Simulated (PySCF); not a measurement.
C6H4FOP.
Bonds: O1–C2 (double), C2–C3, C3–C4 (aromatic), C4–P5 (aromatic), P5–C6 (aromatic), C6–C7 (aromatic), C7–C8 (aromatic), C8–F9, C3–C8 (aromatic). Hydrogens: H10 on C2; H11 on C4; H12 on C6; H13 on C7.

Computed with PySCF at CAM-B3LYP/def2-SVPD, non-relativistic, on one gas-phase PBE0-D3(BJ)/def2-SVP geometry that isn't relaxed in the solvent. The solvent is an IEF-PCM continuum (cavity from Bondi-type radii × 1.2), and excitations are vertical TDDFT with non-equilibrium linear response and a frozen core. The model holds no explicit solvent molecules, cavitation or dispersion.

Gas-phase singlets (H = HOMO, L = LUMO):

| state | E (eV) | λ (nm) | f | leading configuration |
| --- | --- | --- | --- | --- |
| S1 | 3.731 | 332 | 0.000 | H-1→L 75% |
| S2 | 4.247 | 292 | 0.059 | H→L 82% |
| S3 | 5.054 | 245 | 0.001 | H-3→L 78% |
| S4 | 5.086 | 244 | 0.048 | H→L+1 57% |
| S5 | 5.288 | 234 | 0.015 | H-1→L+1 60% |

Give the list for benzene (ε = 2.271), n² = 2.25.

```
state  E (eV)  λ (nm)      f  leading configuration  change by rank (eV)
   S1   3.796     327  0.000              H-1→L 71%               +0.065
   S2   4.186     296  0.092                H→L 86%               -0.061
   S3   5.008     248  0.071              H→L+1 61%               -0.046
   S4   5.063     245  0.001              H-3→L 73%               -0.023
   S5   5.270     235  0.021            H-1→L+1 63%               -0.018
```

The ground-state energy changes by -0.106 eV from gas to benzene. By how much does the total energy of gas-phase S1 change?

E(S1) = E(S0) + excitation energy, so it changes by -0.106 + 0.065 = -0.041 eV: it is lowered less than the ground state, which is what a blue shift means. This is the vertical state, with the slow part of the continuum still set for S0.

How do the frontier levels move from gas to benzene?

| orbital | gas (eV) | solvent (eV) | change (eV) | Löwdin shares, gas | Löwdin shares, solvent |
| --- | --- | --- | --- | --- | --- |
| LUMO+2 | 1.11 | 1.22 | +0.11 | C2 22 %, O1 16 %, C7 15 %, C6 11 % | C2 21 %, C7 16 %, O1 16 %, C6 12 % |
| LUMO+1 | -0.78 | -0.66 | +0.12 | P5 34 %, C4 22 %, C8 14 %, C6 10 % | P5 34 %, C4 21 %, C8 14 %, C6 11 % |
| LUMO | -1.48 | -1.38 | +0.10 | C2 17 %, O1 16 %, C6 16 %, C3 13 % | C2 18 %, O1 16 %, C6 16 %, C3 13 % |
| HOMO | -8.64 | -8.52 | +0.12 | P5 29 %, C8 16 %, C4 15 %, C6 13 % | P5 30 %, C8 15 %, C4 15 %, C6 12 % |
| HOMO-1 | -9.30 | -9.27 | +0.03 | O1 44 %, P5 18 %, C2 13 %, C3 8 % | O1 38 %, P5 23 %, C2 12 %, C3 8 % |
| HOMO-2 | -9.64 | -9.52 | +0.12 | C3 19 %, C6 19 %, C4 19 %, C7 19 % | C6 19 %, C7 19 %, C3 19 %, C4 18 % |
| HOMO-3 | -9.88 | -9.81 | +0.07 | P5 49 %, O1 18 %, C4 9 %, C6 9 % | P5 43 %, O1 23 %, C6 8 %, C4 8 % |

The HOMO–LUMO gap goes from 7.17 to 7.14 eV.

The run took 31 s wall on one thread, Intel Xeon 6975P-C (x86_64) (shared host), and the process peaked at 1.1 GiB of memory. This is the whole response run at CAM-B3LYP/def2-SVPD in benzene, SCF included.

Shape of the structure used: `[O:1]=[CH:2][c:3]1[cH:4][p:5][cH:6][cH:7][c:8]1[F:9]`: O1–C2–C3–C4 0°.
